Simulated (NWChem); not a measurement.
SiN₂H₆; SMILES N[SiH2]N

```xyz
9

Si     0.4395    -0.0017     0.0740
N     -0.6546     1.3314     0.0763
N     -0.4792    -1.4556    -0.0472
H      1.4094    -0.1095    -1.0672
H      1.2479     0.2133     1.3209
H     -1.2946     1.4871    -0.6939
H     -0.4045     2.1967     0.5391
H     -0.0784    -2.2824    -0.4727
H     -1.1877    -1.6890     0.6386
```
Atoms are numbered in this order, from 1.

Results from NWChem. Coordinates come from a PBE0/def2-SVP optimisation. Level: PBE0/def2-SVP with SMD (1 M gas to 1 M solution), gas-phase geometry. Reactions with the solvent are ignored.

For solvent water:

| Property | Result |
|---|---|
| cavity-dispersion-structure term (kcal/mol) | 3.8 |
| dipole in solution (D) | 1.05 |

Question: Estimate the same quantities for solvent n-hexane.

Answer: The cavity-dispersion-structure term (kcal/mol) is 1.1. The dipole in solution (D) is 0.91.
